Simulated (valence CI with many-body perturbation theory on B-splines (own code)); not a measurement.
Pr XXVIII: electric-dipole lines

Method: valence CI with perturbative core correlation (CI+MBPT): four valence electrons over a frozen Dirac-Fock core [Ar] 3d10, radial functions for each j: 11 s, 11 p, 9 d, 7 f, 5 g, 2 h, 1 i, with the one-electron correlation potential Σ1, the two-electron term Σ2, the three-electron term Σ3, Breit, model QED; selected CI, second order for the rest (own B-spline code, finite nucleus).

No measured spectrum was set against this ion. As an estimate, large intervals hold to a few tenths of a per cent, small ones and those within an open d or f shell to about a per cent.

Lines 151 to 200 of 232 in falling wavelength, among levels below 246.38 eV, chosen from the strongest by gf and those to the six lowest levels. Wavelengths and rates use the calculated energies. Electric multipoles are in the length gauge, E1 and E2 with the static RPA response of the core. Weak lines are less certain than strong ones. Lines between different terms over intervals too small for the method are left out, as are lines whose strength nearly cancels. Where a level lies close to another of its J and parity, the split of strength between their lines is uncertain. The highest levels of a list are the least certain.

Levels are named by their leading jj configuration (3d3/2^4 stands for four electrons in 3d with j = 3/2), which in mixed levels can hold well under half, so a name can repeat and another be missing. Letters in brackets count levels of one name in rising energy.

```
λ vac (nm)                           Upper                       Lower   A (s⁻¹)  S (a.u.) with core polarisation  S without
     10.58          (4s^2 4p3/2 4d5/2) J=1          (4s^2 4p3/2^2) J=0  3.08e+11                         5.41e-01   5.79e-01
     10.56  (4s 4p1/2 4p3/2 4d5/2) J=3 [c]      (4s 4p1/2 4p3/2^2) J=3  3.88e+10                         1.58e-01   1.69e-01
     10.56  (4s 4p1/2 4p3/2 4d5/2) J=2 [d]  (4s 4p1/2 4p3/2^2) J=2 [b]  4.43e+10                         1.29e-01   1.38e-01
     10.53  (4s 4p1/2 4p3/2 4d5/2) J=3 [d]      (4s 4p1/2 4p3/2^2) J=3  7.73e+09                         3.12e-02   3.33e-02
     10.47  (4s 4p1/2 4p3/2 4d5/2) J=1 [b]      (4s 4p1/2 4p3/2^2) J=0  2.15e+10                         3.64e-02   3.89e-02
     10.44  (4s 4p1/2 4p3/2 4d5/2) J=2 [e]  (4s 4p1/2 4p3/2^2) J=1 [a]  7.72e+10                         2.17e-01   2.32e-01
     10.44          (4s 4p3/2^2 4d3/2) J=2  (4s 4p1/2 4p3/2^2) J=1 [b]  3.68e+10                         1.03e-01   1.11e-01
     10.43                   (4p3/2^4) J=0  (4s 4p1/2 4p3/2^2) J=1 [a]  9.68e+10                         5.42e-02   5.82e-02
     10.42  (4s 4p1/2 4p3/2 4d3/2) J=1 [e]  (4s 4p1/2 4p3/2^2) J=2 [b]  2.67e+10                         4.48e-02   4.80e-02
     10.35  (4s 4p1/2 4p3/2 4d5/2) J=2 [e]  (4s 4p1/2 4p3/2^2) J=2 [b]  7.17e+10                         1.96e-01   2.10e-01
     10.34                (4s 4p3/2^3) J=2      (4s^2 4p1/2 4p3/2) J=1  8.80e+09                         2.40e-02   2.57e-02
     10.28  (4s 4p1/2 4p3/2 4d3/2) J=1 [e]      (4s 4p1/2 4p3/2^2) J=0  9.17e+10                         1.47e-01   1.58e-01
     10.27          (4s 4p1/2^2 4d5/2) J=2      (4s 4p1/2^2 4p3/2) J=2  7.11e+08                         1.90e-03   2.06e-03
     10.26          (4s^2 4p3/2 4d5/2) J=3          (4s^2 4p3/2^2) J=2  3.63e+11                         1.36e+00   1.45e+00
     10.19  (4s 4p1/2 4p3/2 4d3/2) J=1 [a]      (4s 4p1/2^2 4p3/2) J=2  5.04e+09                         7.89e-03   8.47e-03
     10.17      (4s 4p1/2 4p3/2^2) J=1 [a]          (4s^2 4p1/2^2) J=0  1.83e+10                         2.85e-02   3.06e-02
     10.09  (4s 4p1/2 4p3/2 4d5/2) J=2 [a]      (4s 4p1/2^2 4p3/2) J=1  2.31e+10                         5.85e-02   6.27e-02
     10.08  (4s 4p1/2 4p3/2 4d5/2) J=3 [c]  (4s 4p1/2 4p3/2^2) J=2 [a]  1.43e+11                         5.07e-01   5.42e-01
     10.06  (4s 4p1/2 4p3/2 4d3/2) J=2 [a]      (4s 4p1/2^2 4p3/2) J=2  1.49e+10                         3.76e-02   4.03e-02
     10.06  (4s 4p1/2 4p3/2 4d5/2) J=3 [d]  (4s 4p1/2 4p3/2^2) J=2 [a]  7.43e+10                         2.61e-01   2.78e-01
     10.01          (4s^2 4p3/2 4d5/2) J=1          (4s^2 4p3/2^2) J=2  8.33e+08                         1.24e-03   1.35e-03
     9.945  (4s 4p1/2 4p3/2 4d3/2) J=3 [a]      (4s 4p1/2^2 4p3/2) J=2  1.82e+10                         6.20e-02   6.63e-02
     9.899          (4s 4p3/2^2 4d3/2) J=2  (4s 4p1/2 4p3/2^2) J=2 [b]  2.56e+10                         6.12e-02   6.55e-02
     9.830             (4p1/2 4p3/2^3) J=1      (4s 4p1/2^2 4p3/2) J=2  1.07e+08                         1.50e-04   1.58e-04
     9.811             (4p1/2 4p3/2^3) J=2      (4s 4p1/2^2 4p3/2) J=2  2.02e+10                         4.71e-02   5.06e-02
     9.744      (4s 4p1/2 4p3/2^2) J=1 [b]          (4s^2 4p1/2^2) J=0  4.32e+10                         5.92e-02   6.36e-02
     9.733                (4s 4p3/2^3) J=1      (4s^2 4p1/2 4p3/2) J=2  7.89e+09                         1.08e-02   1.16e-02
     9.729  (4s 4p1/2 4p3/2 4d5/2) J=2 [e]      (4s 4p1/2 4p3/2^2) J=3  1.22e+10                         2.77e-02   2.97e-02
     9.641  (4s 4p1/2 4p3/2 4d3/2) J=1 [c]      (4s 4p1/2^2 4p3/2) J=1  1.04e+11                         1.38e-01   1.48e-01
     9.588  (4s 4p1/2 4p3/2 4d5/2) J=3 [e]  (4s 4p1/2 4p3/2^2) J=2 [a]  8.55e+09                         2.60e-02   2.78e-02
     9.552          (4s 4p3/2^2 4d5/2) J=4      (4s 4p1/2 4p3/2^2) J=3  4.37e+10                         1.69e-01   1.81e-01
     9.513                (4s 4p3/2^3) J=1      (4s^2 4p1/2 4p3/2) J=1  1.24e+11                         1.58e-01   1.70e-01
     9.379  (4s 4p1/2 4p3/2 4d3/2) J=1 [e]  (4s 4p1/2 4p3/2^2) J=2 [a]  6.18e+10                         7.55e-02   8.11e-02
     9.339          (4s 4p3/2^2 4d3/2) J=3      (4s 4p1/2 4p3/2^2) J=3  2.19e+11                         6.18e-01   6.62e-01
     9.332          (4s 4p3/2^2 4d3/2) J=2      (4s 4p1/2 4p3/2^2) J=3  7.54e+10                         1.51e-01   1.62e-01
     9.323  (4s 4p1/2 4p3/2 4d5/2) J=2 [e]  (4s 4p1/2 4p3/2^2) J=2 [a]  3.55e+10                         7.11e-02   7.62e-02
     9.305  (4s 4p1/2 4p3/2 4d5/2) J=2 [a]      (4s 4p1/2^2 4p3/2) J=2  2.01e+06                         4.00e-06   4.98e-06
     9.247  (4s 4p1/2 4p3/2 4d5/2) J=3 [a]      (4s 4p1/2^2 4p3/2) J=2  2.16e+11                         5.91e-01   6.33e-01
     9.222          (4s^2 4p3/2 4d3/2) J=2      (4s^2 4p1/2 4p3/2) J=2  2.11e+11                         4.09e-01   4.39e-01
     9.214  (4s 4p1/2 4p3/2 4d3/2) J=1 [d]      (4s 4p1/2^2 4p3/2) J=1  1.75e+11                         2.02e-01   2.17e-01
     9.068          (4s^2 4p3/2 4d3/2) J=3      (4s^2 4p1/2 4p3/2) J=2  3.91e+11                         1.01e+00   1.08e+00
     9.041  (4s 4p1/2 4p3/2 4d3/2) J=2 [b]      (4s 4p1/2^2 4p3/2) J=2  3.73e+11                         6.81e-01   7.30e-01
     9.025          (4s^2 4p3/2 4d3/2) J=2      (4s^2 4p1/2 4p3/2) J=1  1.93e+11                         3.49e-01   3.75e-01
     9.013  (4s 4p1/2 4p3/2 4d3/2) J=3 [b]      (4s 4p1/2^2 4p3/2) J=2  1.67e+10                         4.23e-02   4.54e-02
     9.003  (4s 4p1/2 4p3/2 4d3/2) J=1 [b]      (4s 4p1/2^2 4p3/2) J=2  3.98e+11                         4.30e-01   4.61e-01
     8.964          (4s 4p3/2^2 4d3/2) J=3  (4s 4p1/2 4p3/2^2) J=2 [a]  1.46e+11                         3.62e-01   3.88e-01
     8.960  (4s 4p1/2 4p3/2 4d5/2) J=2 [b]      (4s 4p1/2^2 4p3/2) J=2  4.10e+10                         7.27e-02   7.81e-02
     8.957          (4s 4p3/2^2 4d3/2) J=2  (4s 4p1/2 4p3/2^2) J=2 [a]  2.30e+11                         4.08e-01   4.37e-01
     8.949          (4s^2 4p3/2 4d3/2) J=1      (4s^2 4p1/2 4p3/2) J=2  5.18e+10                         5.50e-02   5.90e-02
     8.948  (4s 4p1/2 4p3/2 4d5/2) J=3 [b]      (4s 4p1/2^2 4p3/2) J=2  6.55e+10                         1.62e-01   1.74e-01
```
